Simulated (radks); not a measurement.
The caesium ion Cs43+, configuration [Ne] 3s2 (the NIST ground configuration). Method: scalar-relativistic Kohn-Sham, r2SCAN, spin-polarised, spherical densities, finite nucleus; meta-GGA in the generalised Kohn-Sham scheme; Fermi nuclear charge, rms radius 4.8041 fm; computed with a radial shooting solver on a logarithmic mesh with Libxc functionals.

Radial electron density D(r) = 4 pi r^2 rho(r):

r (bohr),D(r) (e/bohr)
0.003006,13.63
0.003731,18.68
0.00463,25.12
0.005747,32.99
0.00719,42.40
0.008923,52.04
0.01107,61.09
0.01374,67.95
0.01706,71.01
0.02117,69.42
0.02628,64.16
0.03261,58.60
0.04047,57.51
0.05063,64.27
0.06284,75.58
0.07799,82.35
0.0968,75.23
0.1201,54.14
0.1491,30.60
0.1851,16.73
0.2297,12.52
0.285,9.652
0.3566,4.786
0.4426,1.331
0.5493,0.1812
0.6817,0.01050
0.8461,0.0002157

D(r) has 2 maxima, at r = 0.0176, 0.0793 bohr, and minima at 0.0377 bohr, inside which lie 2.05 electrons.
